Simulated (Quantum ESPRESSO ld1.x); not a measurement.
The numbers below are computed, except where a source is named.
The aim is the praseodymium ion Pr2+ in [Xe] 4f3. What will ld1.x (Quantum ESPRESSO 7.5) do with this input?

```
 &input
    zed=59.0,
    iswitch=1,
    rel=1,
    lsd=1,
    dft='TPSS',
    config='[Xe] 4f3',
    prefix='ld1',
    max_out_wfc=37,
    file_charge='ld1.rho',
 /
```

Answer. Refused. The program stops in ld1_setup with "meta-GGA not implemented for LSDA": ld1.x has meta-GGAs only without spin and for rel = 0 or 1.

Output (excerpt):

```
     Program LD1 v.7.5 starts

 %%%%%%%%%%%%%%%%%%%%%%%%%%%%%%%%%%%%%%%%%%%%%%%%%%%%%%%%%%%%%%%%%%%%%%%%%%%%%%
     Error in routine ld1_setup (2):
     meta-GGA not implemented for LSDA
 %%%%%%%%%%%%%%%%%%%%%%%%%%%%%%%%%%%%%%%%%%%%%%%%%%%%%%%%%%%%%%%%%%%%%%%%%%%%%%

     stopping ...
```

Run on one thread of a shared host, so times are rough (Intel(R) Xeon(R) Processor @ 2.60GHz): 0.39 s of CPU time, 0.96 s wall.
